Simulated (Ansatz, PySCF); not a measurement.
Process, species as SMILES: O=[Se]=O [selenium dioxide] → O=[Se]=O as triplet, charge 0
Each molecule is optimised on its own at B3LYP-D3(BJ)/def2-TZVP (Ansatz, a program for electronic structure). Unstable Hartree-Fock reference: O=[Se]=O, O=[Se]=O as triplet, charge 0. Markedly spin-contaminated UHF reference, which strains HF, MP2 and, less, CCSD(T): O=[Se]=O as triplet, charge 0. High T1 diagnostic, so coupled cluster is less sure: O=[Se]=O. A spin state is the lowest found, not a proven ground state.

Wanted: adiabatic triplet-singlet gap (0 K, with B3LYP-D3(BJ) harmonic zero-point energies from PySCF), in kcal/mol. Cores are frozen in the correlated levels unless marked. UHF or UKS for open shells. Spin-orbit coupling is left out. Frozen are the shells of the preceding noble gas and the d and f shells that filled before the atom's block. Non-relativistic. 

```
level                         program  adiabatic triplet-singlet gap (kcal/mol)
---------------------  --------------  ----------------------------------------
BLYP/def2-TZVPD                Ansatz                                      42.4
TPSS/def2-TZVPD                 PySCF                                      42.0
PBE0/6-31G*                    Ansatz                                      42.6
r2SCANh-D4/def2-TZVPD  Ansatz + dftd4                                      41.9
r2SCAN0-D4/def2-TZVPD  Ansatz + dftd4                                      40.7
CCSD/cc-pVDZ                   Ansatz                                      44.0
```
